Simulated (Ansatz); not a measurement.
Ideal-gas functions of F2H2OSi2 (`F[Si]1(F)O[SiH2]1`) at 800 K and 1 bar, from an Ansatz frequency run at PBE0-D4/def2-TZVP.

Molar mass 112.18 g/mol, point group Cs (symmetry number 1), electronic degeneracy 1, moments of inertia 84.926, 206.872, 247.252 u Å². Harmonic wavenumbers (cm⁻¹, unscaled): 155, 255, 279, 302, 467, 516, 626, 635, 761, 890, 958, 965, 1023, 2240, 2255.

Use S(trans) = R[1.5 ln M + 2.5 ln T − 1.1517]; rotational temperatures θ = 24.2544 K / I; S(rot) = R[ln(√π/σ · √(T³/θAθBθC)) + 1.5]; for each mode x = 1.438777 ν̃/T, S = R[x/(eˣ − 1) − ln(1 − e⁻ˣ)] and H = RT x/(eˣ − 1); 1 cm⁻¹ = 0.0119627 kJ/mol; R = 8.31446 J/(mol·K).

Task: By hand: the entropy, in J/(mol·K).

Result: Translation 188.2. Rotation: θ = 0.2856, 0.1172, 0.0981 K, giving 124.4. Vibration, mode by mode: 18.96, 14.87, 14.13, 13.49, 10.01, 9.23, 7.75, 7.65, 6.33, 5.24, 4.75, 4.70, 4.33, 0.76, 0.74, in all 122.9. Electronic 0.0. Sum 435.5 J/(mol·K).

Task: By hand: H − E and G − E in kJ/mol, counted from the electronic energy.

Result: Zero-point energy ½ × 12327 × 0.0119627 = 73.7; thermal vibration 50.6; translation, rotation and pV give 4 RT = 26.6. H − E = 150.9 kJ/mol, and G − E = 150.9 − 800 × 435.5/1000 = -197.5 kJ/mol.

Vibration gives 28 % of the entropy.
